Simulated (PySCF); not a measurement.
Worked example: oscillator strength and radiative lifetime

C2H8BClSi, SMILES CB(C)[SiH2]Cl.

Geometry optimised at PBE0-D3(BJ)/def2-SVP. This is a generated structure with no PubChem entry under its InChIKey; it may be hypothetical. The values are those of a single conformer.

TDA-PBE/def2-SVPD run with PySCF puts the first singlet state with f over 0.02 at 6.64 eV (vertical), with the transition dipole (-0.386, -0.064, 0.218) in atomic units.

**Question.** Find the oscillator strength, the wavelength and the radiative lifetime that this transition would have in vacuum if emission retraced absorption.

**Answer.** 
|μ|² = 0.2006 au, so |μ| = 1.14 D. ΔE = 6.64/27.211 = 0.2440 hartree. f = (2/3) ΔE |μ|² = 0.033 (the program prints 0.033).
λ = 1239.84/6.64 = 187 nm; ν = 53555 cm⁻¹.
Einstein's coefficient A = 0.6670 ν² f s⁻¹ (ν in cm⁻¹) = 6.2e7 s⁻¹, so τ = 1/A = 16 ns. This state is S8; the lower singlets have f = 0.005, 0.010, 0.001, 0.002, 0.018, 0.017, 0.013. The figure is the radiative limit of this one transition; relaxation, internal conversion, crossing to triplets and a medium change what is measured.
